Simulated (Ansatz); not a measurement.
System: C₂H₆BBr₂N, net charge 0, singlet state. 
Structure (B3LYP-D3(BJ)/def2-TZVP (Ansatz, a program for electronic structure) minimum search):
```xyz
12

C     -2.1572     1.4595    -0.7408
N     -1.5746     0.2879    -0.0941
C     -2.6033    -0.5891     0.4562
B     -0.2141     0.0391    -0.0128
Br     0.4989    -1.5451     0.8650
Br     1.1079     1.2513    -0.7689
H     -2.7498     2.0273    -0.0184
H     -2.8192     1.1460    -1.5526
H     -1.3834     2.1021    -1.1450
H     -2.1580    -1.4547     0.9332
H     -3.2011    -0.0453     1.1926
H     -3.2705    -0.9266    -0.3416
```

Wanted: atomisation energy (electronic, to ground-state atoms), in kcal/mol. Valence correlation only, unless marked. Open shells are spin-unrestricted. Spin-orbit coupling is left out. Frozen are the shells of the preceding noble gas and the d and f shells that filled before the atom's block. No relativistic terms. The coupled-cluster limit lacks core correlation, which all-electron functionals hold. Basis-set limits of correlation are two-point, X^-3; Hartree-Fock from the larger set. The bracket is a focal-point correction in the basis named.

```
level                                                                 program  atomisation energy (kcal/mol)
-------------------------------------------------------------  --------------  -----------------------------
HF/cc-pVQZ                                                             Ansatz                          785.0
revPBE-D3(BJ)/def2-TZVPD                                       Ansatz + dftd3                         1069.4
PBE0/def2-SVP                                                          Ansatz                         1089.7
PBE0-D4/def2-TZVP                                              Ansatz + dftd4                         1082.7
BHLYP-D3(BJ)/def2-TZVPD                                        Ansatz + dftd3                         1044.7
BHLYP/def2-TZVPD                                                       Ansatz                         1033.4
B2PLYP-D4/def2-TZVPD                                           Ansatz + dftd4                         1062.7
RI-MP2/aug-cc-pVTZ                                                     Ansatz                         1068.4
RI-MP2/CBS(aug-cc-pVTZ,aug-cc-pVQZ)                                    Ansatz                         1091.5
CCSD/6-31G                                                             Ansatz                          905.1
CCSD/aug-cc-pVDZ                                                       Ansatz                          984.7
CCSD(T)/aug-cc-pVTZ                                                    Ansatz                         1047.0
RI-MP2/CBS(cc-pVTZ,cc-pVQZ)+[CCSD(T)-MP2]/cc-pVDZ                      Ansatz                         1071.1
RI-MP2/CBS(aug-cc-pVTZ,aug-cc-pVQZ)+[CCSD(T)-MP2]/aug-cc-pVTZ          Ansatz                         1069.8
CCSD(T)/CBS(cc-pVTZ,cc-pVQZ)                                           Ansatz                         1069.1
```
